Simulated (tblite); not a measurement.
Species: C₅H₁₀NOS (doublet state).
Z-matrix (Å and degrees, GFN2-xTB geometry), rows numbered from 1:
```
C 
C   1  1.3184
C   2  1.5042  1  126.93
N   3  1.4489  2  113.85  1   104.14
S   2  1.8569  1  118.27  3   176.84
O   5  1.4675  2  106.17  1  -142.38
C   5  1.7401  2   95.90  1   108.14
C   7  1.4756  5  119.49  2   -78.39
H   1  1.0773  2  121.89  3  -176.46
H   1  1.0793  2  121.85  3     3.73
H   3  1.0947  2  109.02  1  -135.69
H   3  1.0962  2  109.12  1   -17.14
H   4  1.0145  3  110.61  2   -56.47
H   4  1.0163  3  109.46  2    62.42
H   7  1.0776  5  115.85  2   125.11
H   8  1.0920  7  110.32  5   142.71
H   8  1.0881  7  110.57  5    22.33
H   8  1.0950  7  111.89  5   -98.86
```

Method: GFN2-xTB as coded in tblite; computed harmonic values from a numerical Hessian at the method's own geometry, unscaled. This tight-binding method is rough: wavenumbers can miss measured ones by several per cent, in bad cases by 10 to 20. One conformer, not necessarily the lowest. Open shells enter through the occupations alone, without spin polarisation, and single modes of such species can be off by tens of per cent.

Harmonic wavenumbers (cm⁻¹): 29.0, 74.3, 90.4, 99.4, 163.1, 183.9, 207.2, 261.4, 301.5, 328.4, 384.8, 418.6, 481.4, 556.3, 588.2, 685.7, 719.7, 882.7, 894.0, 908.0, 971.5, 981.6, 985.0, 1065.0, 1100.3, 1120.8, 1141.5, 1156.9, 1232.7, 1286.9, 1305.9, 1391.2, 1395.2, 1454.0, 1454.3, 1474.1, 1557.6, 1695.7, 2916.7, 2924.9, 2949.2, 2977.3, 3031.3, 3076.2, 3095.6, 3109.4, 3376.3, 3412.3.

A = 2323, B = 1355, C = 1115 MHz; mass 132.048 u (most abundant isotopes); point group C1, symmetry number 1; spin multiplicity 2.

What is the zero-point energy?

Half the sum of the wavenumbers: 30949 cm⁻¹ = 88.49 kcal/mol.

Give the ideal-gas entropy at 400 K and 1 bar in the rigid-rotor, harmonic-oscillator model (classical rotation).

Translation 42.03, rotation 29.78, vibration 44.25, spin (R ln 2) 1.38: S = 117.4 cal/(mol K).

And Cp and H(400 K) − H(0)?

Cp = 48.42 cal/(mol K), of which vibrations give 40.48 (their classical limit is 48 R = 95.4); H(400 K) − H(0) = 11.94 kcal/mol without the zero-point energy, 8.76 from vibrations.

Which modes carry the vibrational entropy at 400 K?

29.0 cm⁻¹: 6.48; 74.3 cm⁻¹: 4.62; 90.4 cm⁻¹: 4.23; 99.4 cm⁻¹: 4.04; 163.1 cm⁻¹: 3.08; 183.9 cm⁻¹: 2.84 cal/(mol K); the other 42 give 18.97 together.

How do the functions run with temperature in this model?

```
T (K)  S (cal/(mol K))  Cp (cal/(mol K))  H − H(0) (kcal/mol)  G − H(0) (kcal/mol)  ln q(vib)
  100             73.1              20.7                 1.42                -5.89       2.37
  200             90.7              30.6                 4.00               -14.13       5.48
  300            104.8              39.8                 7.52               -23.92       8.44
  500            129.1              55.8                17.16               -47.37      13.95
  800            159.0              71.3                36.44               -90.75      21.48
 1000            175.7              78.1                51.42              -124.25      26.03
```

q(vib) and H(0) count from the zero-point level.

Hindered rotation and anharmonicity are outside this model. Other conformers, if any are populated, would add a mixing term that is left out. The structure is chiral; the term R ln 2 for an equal mix with its mirror image is left out.
